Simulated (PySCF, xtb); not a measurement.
C2H6Se, SMILES C[Se]C.

GFN2-xTB (xtb) at its own geometry gives an orbital gap of 4.18 eV and a dipole moment of 2.60 D.

Geometry optimised at PBE-D3(BJ)/def2-SVP.

**Question.** What does PBE/def2-TZVPD in PySCF give? (Estimate from the structure and the level; the computed values follow.)

**Answer.** gap 4.14 eV (levels -4.92 and -0.79 eV), dipole 1.46 D.
